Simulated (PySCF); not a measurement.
A calculated (B3LYP, PySCF 2.14, pcseg-2, the non-relativistic Hamiltonian (point nucleus)) atom or ion has these occupied shells.

```json
{"shell": "1s α", "electrons": "1", "orbital energy (eV)": "-1799.6", "rms radius, mean of both spins (bohr)": "0.129"}
{"shell": "1s β", "electrons": "1", "orbital energy (eV)": "-1799.4", "rms radius, mean of both spins (bohr)": "0.129"}
{"shell": "2s α", "electrons": "1", "orbital energy (eV)": "-144.48", "rms radius, mean of both spins (bohr)": "0.622"}
{"shell": "2s β", "electrons": "1", "orbital energy (eV)": "-144.29", "rms radius, mean of both spins (bohr)": "0.622"}
{"shell": "2p α", "electrons": "3", "orbital energy (eV)": "-99.812", "rms radius, mean of both spins (bohr)": "0.604"}
{"shell": "2p β", "electrons": "3", "orbital energy (eV)": "-99.533", "rms radius, mean of both spins (bohr)": "0.604"}
{"shell": "3s α", "electrons": "1", "orbital energy (eV)": "-12.392", "rms radius, mean of both spins (bohr)": "2.34"}
{"shell": "3s β", "electrons": "1", "orbital energy (eV)": "-10.654", "rms radius, mean of both spins (bohr)": "2.34"}
{"shell": "3p α", "electrons": "2", "orbital energy (eV)": "-5.274", "rms radius, mean of both spins (bohr)": "2.99"}
```

**Question.** Name the element and its charge.

**Answer.** Si (silicon, neutral), in [Ne] 3s2 3p2, high-spin 3P determinant.
